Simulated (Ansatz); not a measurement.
Cl3HSeSn, SMILES `[Cl][Sn]([Cl])([Cl])[SeH]`, 6 atoms. Total charge 0; spin multiplicity 1. Correlated methods include outer-core shells of Se, Sn, which these sets cover unevenly. Scalar relativity is left out up to krypton. Sn: def2 effective core potential. All runs use 4 threads of an Arm Neoverse V2 on a shared host. Correlated methods freeze the cores.

**Question.** How many basis functions does each run have, and how long does it take in Ansatz? RHF-CCSD(T)/def2-TZVPP energy; RKS ωB97M-V/def2-QZVPP energy; RKS BHLYP-D4/def2-TZVPP energy; RKS PBE0-D4/def2-TZVP relaxation (5 steps); RKS ωB97M-V/def2-SVP energy; RHF-MP2/def2-QZVPP energy; RKS PBE0-D4/def2-TZVP frequencies; RKS HSE06 (plane-wave form)-D4/def2-TZVPP energy; RKS B97M-V/def2-TZVPP energy; RKS r2SCAN0-D4/def2-TZVPP energy; RKS PBE0-D4/def2-QZVPP energy; RKS PBE0-D4/def2-SVP energy. (Best estimate.)

**Answer.** Computed: Other jobs shared the machine, so times are rough.

| level | job | functions | wall time | peak host memory (GiB) |
| --- | --- | --- | --- | --- |
| RKS PBE0-D4/def2-SVP | energy | 117 | 1.6 s | 0.32 |
| RKS HSE06 (plane-wave form)-D4/def2-TZVPP | energy | 238 | 5.5 s | 1.2 |
| RKS BHLYP-D4/def2-TZVPP | energy | 238 | 5.5 s | 1.2 |
| RKS ωB97M-V/def2-SVP | energy | 117 | 6 s | 0.46 |
| RKS r2SCAN0-D4/def2-TZVPP | energy | 238 | 8.5 s | 1.2 |
| RKS B97M-V/def2-TZVPP | energy | 238 | 9 s | 0.51 |
| RKS PBE0-D4/def2-QZVPP | energy | 411 | 11 s | 2.3 |
| RHF-MP2/def2-QZVPP | energy | 411 | 17 s | 2.1 |
| RKS ωB97M-V/def2-QZVPP | energy | 411 | 23 s | 2.5 |
| RKS PBE0-D4/def2-TZVP | relaxation (5 steps) | 215 | 33 s | 0.87 |
| RKS PBE0-D4/def2-TZVP | frequencies | 215 | 2.4 min | 0.87 |
| RHF-CCSD(T)/def2-TZVPP | energy | 238 | 4.2 min | 4.6 |
